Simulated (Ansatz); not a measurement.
Cost and result for the atomization energy of C$_{2}$H$_{5}$O$_{2}$Si (`[CH]=C[SiH](O)O`) radical (10 atoms, 9 bonds).

```xyz
10

C     0.200   -1.913   -0.867
C     0.748   -0.729   -0.840
Si    0.217    0.551    0.403
O    -0.215    1.955   -0.331
O    -1.016   -0.153    1.231
H    -0.561   -2.427   -0.295
H     1.526   -0.463   -1.558
H     1.309    0.962    1.316
H    -0.849    1.897   -1.049
H    -1.357    0.319    1.991
```

The species carries charge 0 and has multiplicity 2. The geometry is a stationary point of PBE0-D4/def2-TZVP. It is one conformer, not always the lowest. Program: Ansatz. Hardware: A = 2 threads of an AMD EPYC 7R13 on a shared host; B = 2 threads of an AMD EPYC 7R13 on a shared host and a share of an NVIDIA H100 80 GB. Times are those of one run each, without the atoms' runs, and a repeat can differ threefold. Electronic energies, without spin–orbit coupling; frozen cores. CCSD(T)/CBS adds CCSD(T) − MP2 in def2-TZVPP to the MP2 limit, and its time is that of the two runs behind it. T1 = 0.028; ⟨S²⟩ of the reference is 0.92. B3LYP takes the VWN-RPA correlation (the form of Gaussian; ORCA's B3LYP/G).

CCSD(T)/CBS is a level of theory with its own doubt, some kJ/mol a heavy atom from the limit and from the frozen cores, so smaller differences don't rank the functionals.

```json
{"level": "PBE-D4/def2-TZVPP (with forces) [A]", "functions": "236", "wall time": "6 s", "atomization (kcal/mol)": "962.6", "difference from CCSD(T)/CBS": "17.1", "per bond": "1.9"}
{"level": "CCSD(T)/def2-TZVPP [B]", "functions": "236", "wall time": "7 s", "atomization (kcal/mol)": "918.0", "difference from CCSD(T)/CBS": "-27.5", "per bond": "-3.1"}
{"level": "MP2/def2-QZVPP [B]", "functions": "448", "wall time": "7 s", "atomization (kcal/mol)": "951.6", "difference from CCSD(T)/CBS": "6.1", "per bond": "0.7"}
{"level": "PBE0-D4/def2-TZVPP [A]", "functions": "236", "wall time": "8 s", "atomization (kcal/mol)": "941.2", "difference from CCSD(T)/CBS": "-4.3", "per bond": "-0.5"}
{"level": "B3LYP-D4/def2-TZVPP (with forces) [A]", "functions": "236", "wall time": "10 s", "atomization (kcal/mol)": "941.9", "difference from CCSD(T)/CBS": "-3.6", "per bond": "-0.4"}
{"level": "r2SCAN-D4/def2-TZVPP (with forces) [A]", "functions": "236", "wall time": "11 s", "atomization (kcal/mol)": "949.3", "difference from CCSD(T)/CBS": "3.8", "per bond": "0.4"}
{"level": "B2PLYP/def2-TZVPP [A]", "functions": "236", "wall time": "12 s", "atomization (kcal/mol)": "934.0", "difference from CCSD(T)/CBS": "-11.5", "per bond": "-1.3"}
{"level": "CCSD(T)/CBS(def2)", "functions": "–", "wall time": "14 s", "atomization (kcal/mol)": "945.5", "difference from CCSD(T)/CBS": "0.0", "per bond": "0.0"}
{"level": "ωB97X-V/def2-TZVPP [A]", "functions": "236", "wall time": "18 s", "atomization (kcal/mol)": "943.4", "difference from CCSD(T)/CBS": "-2.1", "per bond": "-0.2"}
{"level": "ωB97M-V/def2-TZVPP (with forces) [A]", "functions": "236", "wall time": "19 s", "atomization (kcal/mol)": "945.7", "difference from CCSD(T)/CBS": "0.2", "per bond": "0.0"}
```

The D4 term adds +7.7 kcal/mol with B3LYP and +4.0 kcal/mol with PBE0; it sums over pairs of atoms, weighted by their polarisabilities, and B3LYP, whose exchange is more repulsive, gets the larger term. From PBE to PBE0 (25 % exact exchange), in def2-TZVPP and without D4, the atomization energy moves by −20.6 kcal/mol: exact exchange takes away binding that semilocal exchange gives to molecules. In def2-TZVPP, CCSD(T) changes the Hartree–Fock value by +236.1 kcal/mol (the triples alone add +15.1 kcal/mol) and MP2 by +253.2 kcal/mol; breaking electron pairs costs correlation energy, which Hartree–Fock lacks.
